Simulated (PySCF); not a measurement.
# 2 BiCl₄ → BiCl₃ + BiCl₅

Level: PBE0 in the def2-SVP basis family, computed in PySCF with density fitting; scalar-relativistic core potentials for atoms from Rb on, none lighter, no spin–orbit coupling; open shells unrestricted.

```csv
species,state and structure,E (Eh),ZPE (kJ/mol),H(298 K) − H(0) (kJ/mol),S° (J/(mol K))
BiCl₄,"doublet, Td, Bi–Cl 2.496 Å (×4)",-2054.34055,9.2,24.9,410.8
BiCl₃,"singlet, C3v, Bi–Cl 2.458 Å (×3); Cl–Bi–Cl 99.1° (×3)",-1594.46834,8.1,18.5,351.4
BiCl₅,"singlet, D3h, Bi–Cl 2.441 Å (×3), Bi–Cl 2.465 Å (×2)",-2514.21588,14.5,28.2,426.6
```

**Question.** What is the electronic reaction energy?

**Answer.** At PBE0/def2-SVP, ΔE = -8.2 kJ/mol from the differences of the total energies times 2625.5, downhill. The bond broken in BiCl₄ is weaker than the one that a second molecule gains.

**Question.** Add zero-point, thermal and entropy terms for 298.15 K and 1 bar.

**Answer.** ΔZPE = 4.2 and Δ[H(298) − H(0)] = -3.1 kJ/mol give ΔH° = -7.1 kJ/mol. ΔS° = -43.6 J/(mol K), so ΔG° = -7.1 − 298.15 × (-0.0436) = 6 kJ/mol and log₁₀K = -1.0.

Spin–orbit coupling is large for BiCl₄, BiCl₃, BiCl₅ and is left out. Each species is the lowest minimum found with this bonding; other isomers or fragments can lie lower.
